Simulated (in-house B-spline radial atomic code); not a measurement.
## Ionising Zr⁺ with different functionals

Computed with a radial B-spline atomic code at the basis-set limit: four-component Dirac-Coulomb Hamiltonian, Fermi nucleus of rms radius 4.2694 fm, spin-restricted, spherical fractional occupations for the functionals, and exact exchange of hybrids averaged over the configuration. The ionisation energy is the difference of two self-consistent energies, [Kr] 4d2 5s1 → [Kr] 4d2, without Breit or QED terms; ε is the level of the shell that loses the electron (mean over j).

```tsv
method	rung	ΔSCF (eV)	-ε(5s) (eV)
B97-1	global hybrid	?	?
wB97X	range-separated hybrid	?	?
HSE06	range-separated hybrid	12.82	10.33
LC-wPBE	range-separated hybrid	12.52	12.54
```

(1) What does wB97X give?

(2) What does B97-1 give?

(3) Among the functionals, which spreads more, the ΔSCF values or the orbital energies?

(4) How do they compare with the NIST value?

## Answers

(1) ΔSCF 12.82 eV, and -ε(5s) = 12.70 eV.

(2) ΔSCF 12.80 eV, and -ε(5s) = 10.47 eV.

(3) The orbital energies: ΔSCF values span about 0.30 eV and the orbital energies 2.37 eV; here energy differences depend much less on the functional than eigenvalues do.

(4) NIST lists 13.130 eV (measured, ground level to ground level). Errors run from -0.61 to -0.31 eV; HSE06 is closest (-0.31 eV), but part of that can be cancellation, since the calculations leave out Breit-QED terms, spin polarisation, the choice among j levels, multiplet and fine-structure energies.
